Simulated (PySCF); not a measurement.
One of the candidates below gave these computed data.

All candidates are C6H5Cl.

| technique | computed result |
| --- | --- |
| Rotational structure | rotational constants A, B, C: 12.864, 0.947, 0.941 GHz [GFN2-xTB] |
| Polarisability | 78.5 au [CAM-B3LYP/def2-SVPD] |
| UV, first state | lowest singlet excitation: 6.46 eV (192 nm, f = 0.000) [TDDFT CAM-B3LYP/def2-SVPD] |
| Triplet | lowest triplet excitation (Tamm–Dancoff): 5.33 eV [TDA CAM-B3LYP/def2-SVPD] |
| Dipole | 1.29 D [CAM-B3LYP/def2-SVPD] |
| UV, strongest line | among the 8 lowest singlet transitions: S2 at 6.71 eV (185 nm, f = 0.051) [TDDFT CAM-B3LYP/def2-SVPD] |

Electronic properties: PySCF, gas phase, density fitting. Levels stand in brackets. Isolated species at its GFN2-xTB geometry, gas phase.

Question: Which candidate is it?
A. `C#C[C@@H]1[C@H]2[C@H](Cl)[C@@H]12`
B. `ClC=C1C=CC=C1`
C. `C#C/C=C(\Cl)C=C`

Answer: A. It is `C#C[C@@H]1[C@H]2[C@H](Cl)[C@@H]12`. Numbering: `[CH:1]#[C:2][C@@H:3]1[C@H:4]2[C@H:5]([Cl:6])[C@@H:7]12`. Its formula, C6H5Cl, gives 4 degrees of unsaturation: 2 rings and 2 π bonds in the structure found. The optimised geometry has point group Cs and is an asymmetric top.

The others, at the same levels:
- `C#C/C=C(\Cl)C=C` fails: its computed lowest singlet excitation is 4.79 eV (259 nm, f = 0.675) (against 6.46 eV), lowest triplet excitation (Tamm–Dancoff) is 2.63 eV (against 5.33 eV) and static isotropic polarisability is 94.6 au (against 78.5 au).
- `ClC=C1C=CC=C1` fails: its computed lowest singlet excitation is 3.42 eV (362 nm, f = 0.009) (against 6.46 eV), lowest triplet excitation (Tamm–Dancoff) is 2.28 eV (against 5.33 eV) and strongest line among the 8 lowest singlet transitions is S2 at 4.96 eV (250 nm, f = 0.495) (against S2 at 6.71 eV).

Each candidate is one conformer, not necessarily the lowest. The conformers computed, where there is a choice (atom-mapped SMILES and torsion angles):
- `[CH:1]#[C:2]/[CH:3]=[C:4](\[Cl:5])[CH:6]=[CH2:7]`: C3–C4–C6–C7 180°
